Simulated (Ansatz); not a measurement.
Born–Oppenheimer molecular dynamics of BrNa (2 atoms, charge 0, multiplicity 1). It starts from a relaxed structure.

Level of theory: RHF/def2-SVP in Ansatz 0.2.0.

```yaml
ensemble: NVE (velocity Verlet)
time_step: 2 fs
steps_asked: 150
starting_velocities_drawn_for: 500 K
seed: 780979
```

Frames 20 fs apart, positions in Å, forces in eV/Å.

Velocities at 20.0 fs (Å/ps):

```
Na -1.16 0.41 -0.58
Br 0.33 -0.12 0.17
```

```xyz
2
Properties=species:S:1:pos:R:3:forces:R:3 time_fs=20.0 energy_less_start_eV=0.019 T=66
Na 1.042 -0.395 0.519 0.44 -0.16 0.22
Br -1.048 0.348 -0.533 -0.44 0.16 -0.22
2
Properties=species:S:1:pos:R:3:forces:R:3 time_fs=40.0 energy_less_start_eV=0.009 T=292
Na 1.057 -0.401 0.527 0.30 -0.11 0.15
Br -1.052 0.349 -0.535 -0.30 0.11 -0.15
2
Properties=species:S:1:pos:R:3:forces:R:3 time_fs=60.0 energy_less_start_eV=0.004 T=408
Na 1.117 -0.422 0.557 -0.18 0.06 -0.09
Br -1.069 0.355 -0.544 0.18 -0.06 0.09
2
Properties=species:S:1:pos:R:3:forces:R:3 time_fs=80.0 energy_less_start_eV=0.021 T=4
Na 1.151 -0.434 0.574 -0.39 0.14 -0.19
Br -1.079 0.359 -0.549 0.39 -0.14 0.19
2
Properties=species:S:1:pos:R:3:forces:R:3 time_fs=100.0 energy_less_start_eV=0.007 T=329
Na 1.126 -0.425 0.562 -0.24 0.08 -0.12
Br -1.072 0.356 -0.545 0.24 -0.08 0.12
2
Properties=species:S:1:pos:R:3:forces:R:3 time_fs=120.0 energy_less_start_eV=0.005 T=386
Na 1.066 -0.404 0.531 0.22 -0.08 0.11
Br -1.055 0.350 -0.536 -0.22 0.08 -0.11
2
Properties=species:S:1:pos:R:3:forces:R:3 time_fs=140.0 energy_less_start_eV=0.021 T=13
Na 1.039 -0.394 0.518 0.47 -0.17 0.24
Br -1.047 0.347 -0.533 -0.47 0.17 -0.24
2
Properties=species:S:1:pos:R:3:forces:R:3 time_fs=160.0 energy_less_start_eV=0.001 T=480
Na 1.081 -0.409 0.539 0.09 -0.03 0.04
Br -1.059 0.352 -0.539 -0.09 0.03 -0.04
2
Properties=species:S:1:pos:R:3:forces:R:3 time_fs=180.0 energy_less_start_eV=0.013 T=196
Na 1.138 -0.429 0.568 -0.31 0.11 -0.16
Br -1.075 0.357 -0.547 0.31 -0.11 0.16
2
Properties=species:S:1:pos:R:3:forces:R:3 time_fs=200.0 energy_less_start_eV=0.019 T=58
Na 1.148 -0.433 0.573 -0.37 0.13 -0.18
Br -1.078 0.358 -0.548 0.37 -0.13 0.18
2
Properties=species:S:1:pos:R:3:forces:R:3 time_fs=220.0 energy_less_start_eV=0.001 T=487
Na 1.101 -0.416 0.549 -0.07 0.02 -0.03
Br -1.065 0.354 -0.542 0.07 -0.02 0.03
2
Properties=species:S:1:pos:R:3:forces:R:3 time_fs=240.0 energy_less_start_eV=0.016 T=140
Na 1.046 -0.397 0.521 0.40 -0.14 0.20
Br -1.049 0.348 -0.534 -0.40 0.14 -0.20
```

Of the whole run (300 fs, mean temperature of the second half 269 K): The conserved energy stayed within 0.037 meV per atom of its start (net change 0.03 meV per atom), so the integration is sound. The temperature averaged 0.54 of the 500 K drawn at the start: a run that starts near a minimum puts about half its kinetic energy into the potential. A run of 0.3 ps of so small a system gives no equilibrium averages.

Time of the run: 37 s on 1 thread of Intel(R) Xeon(R) 6975P-C (Granite Rapids), with other jobs on the host, peak memory 0.1 GiB.
